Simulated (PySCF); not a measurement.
The isolated species `CC(=O)[NH][AlH3-]` is ionised with synchrotron light (hν = 2400.0 eV). Calculated photoelectron kinetic energies of its computed core levels, recoil neglected:

```csv
line,kinetic energy (eV)
1,2112.74
2,2111.13
3,2000.16
4,1867.78
5,839.49
```

The calculation used delta-SCF UKS SCAN, pcX-2 on the ionised atom, pcseg-1 elsewhere, spin-free X2C (PySCF).

Problem. Which element, shell and site does each line come from? Numbering: `[CH3:1][C:2](=[O:3])[NH:4][AlH3-:5]`.

Solution. Against the vacuum level, binding energy = hν − kinetic energy.

```
line  binding energy (eV)  level  atoms                       environment
   1               287.26   C 1s     C1  methyl carbon next to a carbonyl
   2               288.87   C 1s     C2             amide carbonyl carbon
   3               399.84   N 1s     N4                    amide nitrogen
   4               532.22   O 1s     O3                      amide oxygen
   5              1560.51  Al 1s    Al5     aluminium bonded to N and 3 H
```

The listed C 1s values span 1.61 eV, from C1 (bonded to C and 3 H) to C2 (bonded to O (double bond), N and C). Summing the Pauling electronegativity differences to the bonded atoms, each weighted by its formal bond order, gives -1.05 for the lowest site and +2.27 for the highest.

Problem. Give the binding energy of O 1s of O3 in hartree and in kJ/mol.

Solution. 532.22 eV = 19.5587 Eh = 51351 kJ/mol.

Other core shells, valence and Auger electrons aren't listed. The species carries charge -1, so core ionisation leaves a neutral species. The basis sets have no added diffuse functions. Geometry: PBE0-D3(BJ)/def2-SVP, one conformer, isolated ion.

Conformer computed: `[CH3:1][C:2](=[O:3])[NH:4][AlH3-:5]`: C1–C2–N4–Al5 180°.
